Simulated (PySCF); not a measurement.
GaCl⁻ at UHF-MP2

Level: UHF-MP2. PySCF, no relativity, basis sets Ga def2-TZVPPD, Cl def2-TZVPPD.

```json
{"state": "²Π (doublet), unpaired electrons π ↑", "bond length": "2.394 Å", "harmonic wavenumber": "247 cm⁻¹", "force constant": "0.837 mdyn/Å", "rotational constant Be": "0.1268 cm⁻¹", "anharmonicity ωexe": "1.59 cm⁻¹", "vibration–rotation constant αe": "0.00103 cm⁻¹", "well depth De to Ga + Cl⁻": "132 kJ/mol", "dissociation energy D0": "130 kJ/mol"}
```

Correlated steps freeze 14 core orbitals. Spin–orbit coupling is left out. For an ion De counts to the pair picked by the measured ionisation energies or electron affinities, which need not be the lowest pair at this level. The state was picked by a PBE0 search and need not be the measured ground state.
